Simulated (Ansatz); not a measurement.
```yaml
crystal:
  periodic: [false, false, false]
  atoms:
    - {symbol: C, position_ang: [2.181880, 2.636859, 0.342574]}
    - {symbol: C, position_ang: [1.797207, 1.539349, 0.536427]}
    - {symbol: N, position_ang: [1.137428, 0.008921, 0.874274]}
    - {symbol: As, position_ang: [0.804342, -1.237357, -0.982790]}
    - {symbol: Si, position_ang: [-1.880249, -0.854330, -0.721763]}
    - {symbol: H, position_ang: [2.629353, 3.841735, -0.017830]}
    - {symbol: H, position_ang: [0.564790, 0.030546, 1.685587]}
    - {symbol: H, position_ang: [0.787170, -2.538447, 0.013651]}
    - {symbol: H, position_ang: [-2.474763, -1.018018, 0.950932]}
    - {symbol: H, position_ang: [-2.429212, 0.255894, -1.401414]}
    - {symbol: H, position_ang: [-2.629101, -2.509801, -1.600759]}
basis:
  gaussian: {orbitals: cc-pVDZ}
hamiltonian: {xc: {name: PBE0-DH}, pseudopotentials: {relativity: none}}
relax: {f_tol: 0.0001, max_steps: 1}
output: {forces: true}
```

```sh
$ ansatz run in.yaml --threads 4 --pin off --events-out ev --progress --plain --max-ram 10444MiB
```

Output, abridged:

```
Functional definition: PBE0-DH
1332 factors; integrals over basis functions are off by at most 2.6e-4 eV
mean field evaluation 1: about -72345.3038 eV, gradient 3.6e1 eV
mean field evaluation 2: about -72345.4408 eV, gradient 3.6e1 eV
mean field evaluation 4: about -72348.9893 eV, gradient 9.6e0 eV
mean field evaluation 8: about -72349.2242 eV, gradient 3.2e-1 eV
mean field evaluation 16: about -72349.2246 eV, gradient 9.9e-5 eV
mean field -72349.22456605 eV, -2658.7849627367 hartree, gradient 2.9e-6 eV, S^2 0.000000; 0 other end points of the search recorded, 0 dependent functions left out
17 core orbitals not correlated: weight in the atoms' cores, before any rotation towards them, 1.000 or more for the frozen orbitals, at most 0.000 for the correlated occupied ones
reference -72349.22458796 eV, -2658.7849635417 hartree; 19, 19 occupied and 81, 81 virtual orbitals, 1332 factors
second order -23.50815044 eV of doubles, -0.00000000 eV of singles
relax step   1: F+E_penalty+E_count = -72352.16308486 eV  Δ(F+E_penalty+E_count) = +0.000e0 eV  max|allowed force component| = 9.479e0 eV/Å  Δτ_max = 0.0000 Å  (48 SCF iters, accepted)
Error: geometry relaxation did not converge after 1 steps: max|allowed force component| = 9.48e0 eV/Å (threshold 1.0e-4). Raise `relax.max_steps` over both its present limit and 1, loosen `relax.f_tol`, or start from a geometry closer to equilibrium. Where this run's directory can be resumed (`checkpoint.write`), a resume goes on for up to `relax.max_steps` more
```

Q: Something in this input is off. What?

A: The relaxation is allowed too few steps for its threshold. The run did not converge.
